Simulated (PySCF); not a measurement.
Input file for PySCF: R-HF/3-21G on C2H5NO (SMILES CC(N)=O).

```python
from pyscf import gto, scf, dft, mp
from pyscf.data.elements import chemcore

mol = gto.M(
    atom='''
    C    -1.06440804   -0.30368689   -0.03163242
    C     0.22941356    0.38387973   -0.41942457
    N     1.30268899    0.11783711    0.37746778
    O     0.30430350    1.12511643   -1.37954183
    H    -1.40362334   -0.90289228   -0.87644830
    H    -0.97637466   -0.94154366    0.84773016
    H    -1.81988288    0.45971339    0.15394885
    H     1.24585590   -0.49276749    1.17123534
    H     2.18202697    0.55434367    0.15666501
    ''',
    basis='3-21g',
    charge=0, spin=0, verbose=3, max_memory=1800)
mf = scf.RHF(mol)
mf.conv_tol = 1e-8
mf.max_cycle = 100
mf.kernel()
if not mf.converged:
    mf = mf.newton().run(mf.mo_coeff, mf.mo_occ)
```

It printed:

```
converged SCF energy = -206.81429646303
```

The run converged.

Cost: about 0.13 core-seconds (a rough figure).
